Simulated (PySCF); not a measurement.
# Excitation energy of Pd⁺ by level of theory

Pd⁺ [Kr] 4d9 (2D) → Pd⁺ [Kr] 4d8 5p1 (high-spin determinant), as a difference of total energies. All numbers are calculated (PySCF 2.14, scalar relativity by spin-free X2C-1e, in x2c-TZVPPall). Correlated levels: valence: [Kr] frozen. The calculations carry no spin-orbit coupling.

```csv
method,excitation energy (cm⁻¹)
UHF,59492
MP2 (valence),70507
SCS-MP2 (valence),70704
CCSD (valence),68113
CCSD(T) (valence),68486
```

The basis was made for the ground configuration and has no added diffuse functions, so the excitation energy can come out too high.

The determinant of the upper state mixes LS terms, which raises its energy above the lowest term, most at the Hartree-Fock and MP2 levels.
